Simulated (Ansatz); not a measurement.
`[SiH3][SiH](S)Br` → `[SiH3]Br` + `[SiH]S` at 400 K and 1 bar (silylene formation by 1,1-elimination).

Program: Ansatz. Geometries: PBE0-D4/def2-TZVP. ΔE: electronic, gas phase. CCSD(T)/CBS is the MP2 limit (def2-TZVPP, def2-QZVPP) plus CCSD(T) − MP2 in def2-TZVPP, frozen cores. This one scheme is used for every species. For Br outer-core shells are correlated without core-valence functions, which leaves a few kJ/mol of doubt a bond. Scalar relativity is left out up to krypton. Each species was taken in one conformer, which may not be the lowest.

```json
{"species": "`[SiH3][SiH](S)Br`", "CCSD(T)/CBS energy (Eh)": "-3552.32885", "H − E (kJ/mol)": "153.4", "S (J/(mol·K))": "417.8"}
{"species": "`[SiH3]Br`", "CCSD(T)/CBS energy (Eh)": "-2864.23411", "H − E (kJ/mol)": "85.1", "S (J/(mol·K))": "279.6"}
{"species": "`[SiH]S`", "CCSD(T)/CBS energy (Eh)": "-688.02937", "H − E (kJ/mol)": "61.1", "S (J/(mol·K))": "271.5"}
```

H − E and S are ideal-gas, rigid-rotor, harmonic terms from PBE0-D4/def2-TZVP, for one conformer and one mirror image of each species. 1 Eh = 2625.50 kJ/mol, R = 8.31446 J/(mol·K).

Problem. By hand: ΔE, ΔH, ΔS and ΔG.

Solution. ΔE = (-2864.23411) + (-688.02937) − (-3552.32885) = 0.06537 Eh = 171.6 kJ/mol. Δ(H − E) = 85.1 + 61.1 − 153.4 = -7.2, so ΔH = 164.4 kJ/mol. ΔS = 279.6 + 271.5 − 417.8 = 133.3 J/(mol·K). ΔG = 164.4 − 400 × (133.3)/1000 = 111.1 kJ/mol.

Problem. By hand: the equilibrium constant, and the temperature at which ΔG would vanish if ΔH and ΔS stayed fixed.

Solution. log₁₀ K = −ΔG/(RT ln 10) = -14.5. ΔG = 0 at ΔH/ΔS = 1233 K.

The number of gas molecules changes by +1, which sets the sign of ΔS. A doubt of 5 kJ/mol in ΔE shifts log₁₀ K by 0.7 here. Other conformers and mirror images would add mixing entropy, several J/(mol·K) or more a flexible species. These are equilibria of isolated gas molecules and say nothing of rates. Largest T1 diagnostic: 0.016 (customary marks: 0.02 for closed shells, 0.045 for open ones).
